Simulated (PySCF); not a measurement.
**NMR parameters from quadrupole coupling constants**

Species: C5H7PS.
Z-matrix (Å and degrees, GFN2-xTB geometry), rows numbered from 1:
```
C 
C   1  1.4990
C   2  1.3533  1  122.40
S   3  1.7157  2  117.70  1   179.61
C   4  1.7305  3   95.08  2    -0.05
C   5  1.4924  4  117.99  3   179.26
P   5  1.7123  4  117.20  3    -0.03
H   1  1.0902  2  110.41  3   -72.76
H   1  1.0890  2  110.73  3    46.92
H   1  1.0877  2  110.27  3   167.56
H   3  1.0759  2  125.39  1    -0.46
H   6  1.0913  5  110.75  4   -65.86
H   6  1.0883  5  109.89  4   174.22
H   6  1.0903  5  110.96  4    53.73
```

Computed at PBE0/pcSseg-1 (PySCF, non-relativistic):

| atom | environment | nucleus | spin I | Q (b) | CQ = χzz (MHz) | η |
| --- | --- | --- | --- | --- | --- | --- |
| S4 | thiophene-type sulfur | 33S | 3/2 | -0.0678 | -27.900 | 0.556 |

Problem. Recover the principal values of the field gradient from CQ = 234.96 MHz × Q × Vzz, η = (Vxx − Vyy)/Vzz and a zero trace.

Solution. The tensor is traceless, so η fixes the two smaller values:

```tsv
atom	Vxx (au)	Vyy (au)	Vzz (au)	Vzz (10²¹ V/m²)
S4	-0.389	-1.362	1.751	17.02
```

Problem. PQ = |CQ|√(1 + η²/3), νQ = 3|CQ|/[2I(2I − 1)], ν0 = |g|·7.62259 MHz/T·B with g(33S) = 0.42921: values at 21.15 T?

Solution. 
```tsv
atom	PQ (MHz)	νQ (MHz)	ν0 (MHz)	νQ/ν0
S4	29.30	13.95	69.20	0.202
```

For S4: PQ = 27.90 × 1.0502, νQ = 27.90 × 0.5000, ν0 = 3.2717 MHz/T × 21.15 T.

Isolated species at its GFN2-xTB geometry, gas phase. GFN2-xTB frequencies show an imaginary mode (51i cm⁻¹), so this geometry is no minimum at that level. GFN2-xTB bond lengths can be off by several hundredths of an ångström, more for odd bonds, and the gradients follow them. With so small a basis the couplings can be 20 % off.
